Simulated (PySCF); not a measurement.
C3H8ClFSi, SMILES Cl[Si@@H](F)CCC. Atoms are numbered in the order given.

```xyz
14

C     -3.4111    -0.4963     0.4124
C     -1.9647    -0.9284     0.2279
C     -1.0209     0.2412    -0.0588
Si     0.7493    -0.2683    -0.2833
F      1.2572    -1.0181     1.0637
Cl     1.9335     1.3951    -0.5523
H     -3.7944     0.0079    -0.4891
H     -3.5102     0.2091     1.2526
H     -4.0655    -1.3568     0.6188
H     -1.9034    -1.6630    -0.5945
H     -1.6181    -1.4609     1.1297
H     -1.0525     0.9816     0.7603
H     -1.3329     0.7850    -0.9688
H      0.9829    -1.1996    -1.4150
```

Coordinates come from a PBE0-D3(BJ)/def2-SVP optimisation. The structure was generated by enumeration; whether it is a known compound was not checked. Other conformers were not sampled.

Method: PBE/def2-TZVP (PySCF).

ESP charges are fitted to the potential on shells at 1.4 to 2.0 van der Waals radii. Atomic charges (e):

```tsv
atom	Löwdin	ESP fit	meta-Löwdin
C1	-0.32	-0.56	-0.34
C2	-0.32	0.37	-0.18
C3	-0.39	-0.25	-0.47
Si4	-0.15	…	1.05
F5	0.02	…	-0.48
Cl6	0.24	-0.13	-0.28
H7	0.12	…	0.11
H8	0.12	…	0.11
H9	0.12	…	0.12
H10	0.14	-0.03	0.11
H11	0.14	-0.02	0.11
H12	0.15	…	0.13
H13	0.15	…	0.13
H14	-0.04	…	-0.11
```

**Question.** Fill in the missing entries. (Estimate from the structure and the level; the computed values follow.)

**Answer.** 
- Si4, ESP fit: 0.27
- F5, ESP fit: -0.20
- H7, ESP fit: 0.13
- H8, ESP fit: 0.13
- H9, ESP fit: 0.13
- H12, ESP fit: 0.10
- H13, ESP fit: 0.08
- H14, ESP fit: -0.03

Computed Mayer and Wiberg (Löwdin basis) orders of the bonds:
```tsv
bond	Mayer	Wiberg
C1–C2	1.00	1.31
C2–C3	0.99	1.25
C3–Si4	1.02	1.16
Si4–F5	1.13	1.72
Si4–Cl6	1.18	1.84
C1–H7	0.97	0.90
C1–H8	0.97	0.90
C1–H9	0.96	0.90
C2–H10	0.95	0.84
C2–H11	0.95	0.84
C3–H12	0.92	0.83
C3–H13	0.92	0.83
Si4–H14	0.92	0.91
```
